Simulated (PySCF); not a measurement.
Computed IR spectrum (relative IR intensity) of a molecule C4H5Si, multiplicity 2. Geometry: PBE0-D3(BJ)/def2-SVP. The values are those of a single conformer. All values below come from PySCF 2.14.0 with PBE0-D3(BJ)/def2-SVP. Frequencies are harmonic and unscaled.

Lines under 2 % of the strongest are left out, and lines within 2 cm⁻¹ are merged.

```
ν (cm⁻¹)  relative intensity
--------  ------------------
487                       13
574                       11
601                      2.5
673                       13
707                      3.7
736                       56
853                      6.4
864                       55
933                       55
967                      7.8
1096                     2.4
1210                     3.9
1317                     5.3
1572                     4.5
2246                     100
3170                     4.9
3183                     4.8
```

### Question
Pick the molecule that these values belong to.
A. [C]1=CC=C[SiH2]1
B. C1=C[SiH]C=C1
C. [C]1=C[SiH2]C=C1

### Answer
A, [C]1=CC=C[SiH2]1
